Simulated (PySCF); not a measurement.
O⁺: ionisation energy

O⁺ [He] 2s2 2p3 (4S) → O²⁺ [He] 2s2 2p2 (3P), as a difference of total energies. Calculation: PySCF 2.14, in def2-TZVPPD (6s4p3d1f, 40 functions); no relativity, point nucleus. Correlated levels: valence: 1s2 frozen. The calculations carry no spin-orbit coupling.

| method | ionisation energy (eV) |
| --- | --- |
| UHF | 34.584 |
| MP2 (valence) | 35.202 |
| SCS-MP2 (valence) | 34.950 |
| CCSD (valence) | 35.025 |
| CCSD(T) (valence) | 35.033 |

A first-order spin-orbit estimate (lowest level to lowest level, LS coupling) adds -0.027 eV.

Errors of the correlated levels include the incompleteness of this basis and the frozen core.

Task: Which method comes closest to the reference value, and which is furthest?

Result: The reference is 35.121 eV (measured; NIST Atomic Spectra Database, ionization energies). Closest: MP2 (valence) (error 0.053 eV); furthest: UHF (error -0.565 eV), both after the spin-orbit estimate.
